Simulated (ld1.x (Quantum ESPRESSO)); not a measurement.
Sm: one change to an RRKJ potential, before and after

| Quantity | Value |
| --- | --- |
| Element | Sm |
| Generator | ld1.x (Quantum ESPRESSO) 7.5 |
| Type | norm-conserving RRKJ (Kleinman–Bylander form) |
| Functional | PBE |
| Relativity | scalar-relativistic |
| Frozen core | [Kr] 4d10 4f5 |
| Valence charge | 11 |
| Reference configuration | 5s2 5p6 5d1 6s1 6p1 |
| Partial waves | 5p (bound): rc 2.30 bohr; 5d (bound): rc 3.55 bohr; 5s (bound): rc 1.50 bohr |
| Local potential | the s channel |
| Core correction | none |

Occupied shells without a wave of their own: 6p, 6s. They enter only through the test configuration that unscreens the potential.

Change: all radii scaled by about 0.85 (s 1.28, p 1.96, d 3.04 bohr).

Cutoffs: the cutoffs (Ry, on a coarse ladder) from which the occupation-weighted sum of valence levels, in a spherical-Bessel basis at the reference potential, stays within 10 and 1 mRy of its value at 400 Ry; they do not see the model core or the augmentation charge, which bear on the density cutoff. Errors are all-electron minus pseudo energies relative to the spin-unpolarised reference configuration.

Q: Predict the effect on cutoff, ghosts and configuration errors.

A: The potential gets neither clearly harder nor softer (55 Ry and 110 Ry → 60 Ry and 110 Ry); the s channel sets the loose cutoff, while the largest relative change is in p, which becomes harder; of the 7 tests that both files solve, the error grows in 0 and shrinks in 4 by more than 15 % and 0.3 meV (median size 97.7 → 66.0 meV); neither file shows a bound ghost. Less of the atom is replaced, so other configurations are described better.

| quantity | base | changed |
| --- | --- | --- |
| cutoff, loose | 55 Ry | 60 Ry |
| cutoff, tight | 110 Ry | 110 Ry |
| loose cutoff by channel (10 mRy a level) | p 12 Ry, d 10 Ry, s 50 Ry | p 30 Ry, d 12 Ry, s 55 Ry |
| bound ghosts | none | none |
| largest miss of a reference level, eV | 0.06 | 0.05 |
| error for 5s2 5p6 5d1 6s2 6p0, meV [ΔE -2.73 eV] | +41 | +42 |
| error for 5s2 5p6 5d1 6s1 6p0, meV [ΔE 3.73 eV] | -29 | -10 |
| error for 5s2 5p6 5d1 6s0 6p0, meV [ΔE 15.50 eV] | -143 | -92 |
| error for 5s2 5p5 5d1 6s2 6p0, meV [ΔE 28.18 eV] | -98 | -50 |
| error for 5s1 5p6 5d1 6s2 6p0, meV [ΔE 49.43 eV] | -144 | -129 |
| error for 5s2 5p6 5d0 6s0 6p0, meV [ΔE 35.20 eV] | -180 | -166 |
| error for 5s2 5p6 5d1 6s0 6p1, meV [ΔE 7.13 eV] | -80 | -66 |
